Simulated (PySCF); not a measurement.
Harmonic spectrum computed at PBE0 in the def2-TZVP basis family (core potentials from Rb on, PySCF, no spin–orbit coupling):

```
ω (cm⁻¹)  IR (km/mol)
     132         27.5
     600          145
    1267          109
```

**Question.** Which molecule gave it? In each, all ligands are bound to the one heavy central atom.
A. FRuN (singlet)
B. FTcN (quartet)
C. FReN (quartet)
D. FZrN (singlet)
E. FPdN (triplet)

**Answer.** A. It has Cs symmetry with Ru–F 1.914 Å, Ru–N 1.548 Å.
